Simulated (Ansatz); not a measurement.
Cu6Si⁺. Total charge 1; doublet. Geometry PBE-D4/def2-SVP, basis def2-TZVP, Ansatz.

Cartesian coordinates in Å:
```
Si -1.702 -0.881 -0.012
Cu 1.897 -0.081 0.726
Cu 0.370 -0.746 -1.096
Cu 1.038 1.598 -0.706
Cu 0.110 -1.693 1.178
Cu -0.407 0.727 1.096
Cu -1.306 1.075 -1.185
```

```tsv
run	HOMO (eV)	LUMO (eV)
A	-9.10	-7.74
B	-8.85	-8.06
C	-8.78	-8.23
D	-9.36	-7.37
```

Another isomer (doublet) lies 0.48 eV lower at PBE0-D4/def2-TZVP; other spin states weren't run for this one.

HOMO and LUMO are taken over both spins.

Problem. The runs used PBE, PBE0, r2SCAN, r2SCANh. Estimate which is which.

Solution. A r2SCANh (10 % exact exchange); B r2SCAN (0 % exact exchange); C PBE (0 % exact exchange); D PBE0 (25 % exact exchange). Exact exchange lowers occupied and raises empty levels; among semilocal functionals meta-GGAs tend to open the gap a little, and such runs are hard to tell apart. The gap grows from 0.54 eV (PBE) to 1.99 eV (PBE0).
